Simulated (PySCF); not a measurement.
**Excited states of Pb(4+) (lead, charge +4)**

Ground state [Xe] 4f14 5d10, ¹S. Calculation: PySCF 2.14, in x2c-TZVPall with one added diffuse shell each of s, p, d, f type (12s8p7d4f, 99 functions); the spin-free X2C one-electron Hamiltonian (Gaussian nucleus). Vertical excitation energies in eV without spin-orbit coupling; excited terms of each kind are numbered among those the solver found. Frozen: [Xe] 4f14.

```csv
term,leading excitation,EOM-EE-CCSD
1 3D,5d → s,15.105
1 1D,5d → s,16.008
1 3P°,5d → p,27.246
1 3F°,5d → p,27.774
1 1F°,5d → p,28.183
1 1D°,5d → p,28.683
1 3D°,5d → p,28.743
1 1P°,5d → p,28.878
1 3G,5d → d,42.350
2 3D,5d → s,43.109
```

The spin-orbit splitting of the hole, absent here, rivals or exceeds the spacing of these terms, so the LS terms are model states.

The solver can miss terms.
